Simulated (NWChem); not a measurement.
Species: CH₃Mg, doublet; SMILES [CH3][Mg]

In the optimisation the excess spin sits in a1 (C3v, its own frame). The spin multiplicity was typed, not searched, and may not be the lowest.

Q: Give the equilibrium geometry at PBE0/def2-SVP, spin-unrestricted (NWChem) as an XYZ file, with the point group.

A: point group C3v; any orientation.
```
5

Mg     0.0000     0.0000    -0.9511
C      0.0000     0.0000     1.1795
H      0.7294     0.7294     1.5714
H      0.2670    -0.9963     1.5714
H     -0.9963     0.2670     1.5714
```
